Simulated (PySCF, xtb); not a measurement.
boric acid (BH3O3), SMILES B(O)(O)O. The values are those of a single conformer.

Harmonic wavenumbers (cm⁻¹) from GFN2-xTB (xtb) at its own minimum, in rising order: 394, 398, 411, 473, 521, 594, 842, 905, 953, 972, 1263, 1353, 3645, 3653, 3658.

Task: What does TPSSh-D3(BJ)/def2-SVP (PySCF) give at its own minimum? (Estimate from the structure and the level; the computed values follow.)

Result: 285, 439, 450, 466, 511, 664, 878, 929, 1012, 1028, 1437, 1496, 3840, 3848, 3866. Paired by order, the mean absolute difference is 91 cm⁻¹ and the zero-point energies are 28.6 and 30.2 kcal/mol.
